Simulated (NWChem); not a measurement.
System: GeS, singlet; SMILES [S]=[Ge]

Excerpt of the output:

```
             Northwest Computational Chemistry Package (NWChem) 7.3.0
             --------------------------------------------------------

                             Geometry "geometry" -> ""
                             -------------------------

 Output coordinates in angstroms (scale by  1.889725989 to convert to a.u.)

  No.       Tag          Charge          X              Y              Z
 ---- ---------------- ---------- -------------- -------------- --------------
    1 Ge                  32.0000     0.00000000     0.00000000    -0.66984600
    2 S                   16.0000     0.00000000     0.00000000     1.34819400

 Effective nuclear repulsion energy (a.u.)     134.2583652890

  pbe96 is a nonlocal functional; adding pw91lda local functional.
                              NWChem Property Module
                              ----------------------

  itol2e modified to match energy
  convergence criterion.

                                 NWChem DFT Module
                                 -----------------

 Summary of "ao basis" -> "ao basis" (spherical)
 ------------------------------------------------------------------------------
       Tag                 Description            Shells   Functions and Types
 ---------------- ------------------------------  ------  ---------------------
 Ge                       x2c-svpall-s              14       38   5s6p3d
 S                        x2c-svpall-s               9       21   4s4p1d

  itol2e modified to match energy
  convergence criterion.

            General Information
            -------------------
          SCF calculation type: DFT
          Wavefunction type:  closed shell.
          No. of atoms     :     2
          No. of electrons :    48
           Alpha electrons :    24
            Beta electrons :    24
          Charge           :     0
          Spin multiplicity:     1
          Use of symmetry is: off; symmetry adaption is: off
          Maximum number of iterations: 150
          AO basis - number of functions:    59
                     number of shells:    23
          Convergence on energy requested:  1.00D-07
          Convergence on density requested:  1.00D-05
          Convergence on gradient requested:  5.00D-04

              XC Information
              --------------
          PerdewBurkeErnzerhof Exchange Functional  1.000
            Perdew 1991 LDA Correlation Functional  1.000 local
           PerdewBurkeErnz. Correlation Functional  1.000 non-local

             Grid Information
             ----------------
          Grid used for XC integration:  fine
          Radial quadrature: Mura-Knowles
          Angular quadrature: Lebedev.
          Tag              B.-S. Rad. Rad. Pts. Rad. Cut. Ang. Pts.
          ---              ---------- --------- --------- ---------
          Ge                  1.25      140           8.0       974
          S                   1.00      123           8.0       770
          Grid pruning is: on
          Number of quadrature shells:   263
          Spatial weights used:  Erf1

      Superposition of Atomic Density Guess
      -------------------------------------

 Sum of atomic energies:       -2463.77267008
          Performing ZORA calculations
          ----------------------------

       Generating atomic ZORA corrections
       ----------------------------------

      Superposition of Atomic Density Guess
      -------------------------------------

 Sum of atomic energies:       -2463.77267008

      Non-variational initial energy
      ------------------------------

 Total energy =   -2463.958912
 1-e energy   =   -3705.771947
 2-e energy   =    1107.554670
 HOMO         =      -0.283602
 LUMO         =      -0.035657

   convergence    iter        energy       DeltaE   RMS-Dens  Diis-err
 ---------------- ----- ----------------- --------- --------- ---------
 d= 0,ls=0.0,diis     1  -2507.4025713899 -2.64D+03  4.61D-02  6.11D+01
 d= 0,ls=0.0,diis     2  -2506.2561838081  1.15D+00  9.13D-02  6.62D+00
 d= 0,ls=0.0,diis     3  -2505.1708247349  1.09D+00  5.85D-02  1.52D+01
 d= 0,ls=0.0,diis     4  -2507.2710558393 -2.10D+00  2.55D-02  1.44D+00
 d= 0,ls=0.0,diis     5  -2507.6100683272 -3.39D-01  4.16D-03  1.29D-01
  Resetting Diis
 d= 0,ls=0.0,diis     6  -2507.6175179451 -7.45D-03  1.31D-03  1.48D-02
 d= 0,ls=0.0,diis     7  -2507.6191127188 -1.59D-03  1.74D-04  3.77D-05
 d= 0,ls=0.0,diis     8  -2507.6191060212  6.70D-06  1.85D-04  9.35D-05
 d= 0,ls=0.0,diis     9  -2507.6191089124 -2.89D-06  1.06D-04  4.01D-05
 d= 0,ls=0.0,diis    10  -2507.6191168961 -7.98D-06  1.39D-05  1.51D-06
 d= 0,ls=0.0,diis    11  -2507.6191171207 -2.25D-07  1.36D-06  6.05D-09
 d= 0,ls=0.0,diis    12  -2507.6191171212 -5.33D-10  3.40D-07  3.92D-10

      Commencing ZORA Property Calculations
      -------------------------------------

(nogshift,skip_gshiftAOev,done_Fji)=( 1,F,T)

         Total DFT energy =    -2507.619117121244
      One electron energy =    -3751.201065489293
           Coulomb energy =     1214.873740516559
    Exchange-Corr. energy =     -105.550157437526
 Nuclear repulsion energy =      134.258365289016

       Scaling correction =       12.677717569791

 Numeric. integr. density =       47.999999986149

                       DFT Final Molecular Orbital Analysis
                       ------------------------------------

 Vector   22  Occ=2.000000D+00  E=-2.498353D-01
              MO Center=  2.2D-08,  2.2D-08,  8.6D-01, r^2= 2.1D+00
   Bfn.  Coefficient  Atom+Function         Bfn.  Coefficient  Atom+Function
  ----- ------------  ---------------      ----- ------------  ---------------
    52      0.372944  2 S  px                53      0.363149  2 S  py
    49      0.281432  2 S  px                50      0.274041  2 S  py
    18      0.167693  1 Ge px                21      0.166889  1 Ge px
    19      0.163289  1 Ge py                22      0.162506  1 Ge py
    46      0.130530  2 S  px                47      0.127102  2 S  py

 Vector   23  Occ=2.000000D+00  E=-2.498353D-01
              MO Center= -2.8D-09,  3.1D-09,  8.6D-01, r^2= 2.1D+00
   Bfn.  Coefficient  Atom+Function         Bfn.  Coefficient  Atom+Function
  ----- ------------  ---------------      ----- ------------  ---------------
    53     -0.372944  2 S  py                52      0.363149  2 S  px
    50     -0.281432  2 S  py                49      0.274041  2 S  px
    19     -0.167693  1 Ge py                22     -0.166889  1 Ge py
    18      0.163289  1 Ge px                21      0.162506  1 Ge px
    47     -0.130530  2 S  py                46      0.127102  2 S  px

 Vector   24  Occ=2.000000D+00  E=-2.488850D-01
              MO Center= -2.0D-08, -2.5D-08,  1.3D-01, r^2= 3.3D+00
   Bfn.  Coefficient  Atom+Function         Bfn.  Coefficient  Atom+Function
  ----- ------------  ---------------      ----- ------------  ---------------
    54      0.431266  2 S  pz                51      0.356060  2 S  pz
    20     -0.347906  1 Ge pz                 4      0.290368  1 Ge s
     5      0.275787  1 Ge s                 23     -0.226380  1 Ge pz
    17      0.200258  1 Ge pz                 3     -0.175487  1 Ge s
    48      0.163375  2 S  pz                42      0.135420  2 S  s

[...]

          -----------------------------------------
          Chemical Shielding Tensors (GIAO, in ppm)
          -----------------------------------------

                                NWChem CPHF Module
                                ------------------

  scftype          =     RHF
  nclosed          =       24
  nopen            =        0
  variables        =      840
  # of vectors     =        3
  tolerance        = 0.10D-03
  level shift      = 0.00D+00
  max iterations   =       50
  max subspace     =       30

 SCF residual:    3.8593737760114599E-006

Iterative solution of linear equations
  No. of variables      840
  No. of equations        3
  Maximum subspace       30
        Iterations       50
       Convergence  1.0D-04

   iter   nsub   residual    time
   ----  ------  --------  ---------
     1      3    5.87D-06      19.5

      Atom:    1  Ge
        Diamagnetic
   2748.4650     -0.0000     -0.0000
     -0.0000   2748.4650     -0.0000
     -0.0000     -0.0000   2754.5082

        Paramagnetic
  -3545.4352     -0.0000     -0.0000
     -0.0000  -3545.4352      0.0000
     -0.0000      0.0000     10.4665

        Total Shielding Tensor
   -796.9702     -0.0000     -0.0000
     -0.0000   -796.9702      0.0000
     -0.0000      0.0000   2764.9747

           isotropic =     390.3447
          anisotropy =    3561.9449

          Principal Components and Axis System
                 1           2           3
             2764.9747   -796.9702   -796.9702

      1        -0.0000      0.6944      0.7196
      2         0.0000      0.7196     -0.6944
      3         1.0000     -0.0000      0.0000

      Atom:    2  S
        Diamagnetic
   1054.0661     -0.0000     -0.0000
     -0.0000   1054.0661     -0.0000
     -0.0000     -0.0000   1062.1240

        Paramagnetic
  -1940.6508     -0.0000     -0.0000
     -0.0000  -1940.6508      0.0000
     -0.0000      0.0000      0.9246

        Total Shielding Tensor
   -886.5847     -0.0000     -0.0000
     -0.0000   -886.5847      0.0000
     -0.0000      0.0000   1063.0486

           isotropic =    -236.7069
          anisotropy =    1949.6333

          Principal Components and Axis System
                 1           2           3
             1063.0486   -886.5847   -886.5847

      1        -0.0000      0.7008      0.7134
      2         0.0000      0.7134     -0.7008
      3         1.0000      0.0000      0.0000
```

Level: PBE/x2c-SVPall-s, scalar ZORA without spin-orbit coupling, GIAO. Low-valent species are run as closed-shell singlets; no triplet was tried in these runs. Coordinates come from a PBE0/def2-SVP optimisation. The printed shielding anisotropy is the first printed principal value minus the mean of the other two.

Task: Which NWChem input produces such a log?

Result: Several could match; the one computed here: the input that was run:
```
start job
memory heap 200 mb stack 900 mb global 1100 mb
geometry units angstroms noautosym nocenter noautoz
  Ge     0.000000     0.000000    -0.669846
  S      0.000000     0.000000     1.348194
end
basis spherical bse
  Ge library x2c-svpall-s
  S library x2c-svpall-s
end
relativistic
  zora on
  zora:cutoff 1d-30
end
dft
  xc xpbe96 cpbe96
  grid fine
  iterations 150
end
property
  shielding
end
task dft property
```
